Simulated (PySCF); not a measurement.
Te(H)(SH) (H₂STe), SMILES S[TeH]. Geometry: PBE-D3(BJ)/def2-TZVP. The def2 effective core potentials stand for the cores of Te; spin–orbit coupling is left out.

Computed equilibrium geometry at PBE-D3(BJ)/def2-TZVP (PySCF confirms it by a frequency run) as Cartesian coordinates in Å:
```xyz
4

Te     0.2646    -0.3347     0.3989
H      0.3054    -1.6876    -0.6008
S     -0.7515     1.1384    -1.2041
H     -2.0416     0.8787    -0.8768
```
Charge 0, spin multiplicity 1.
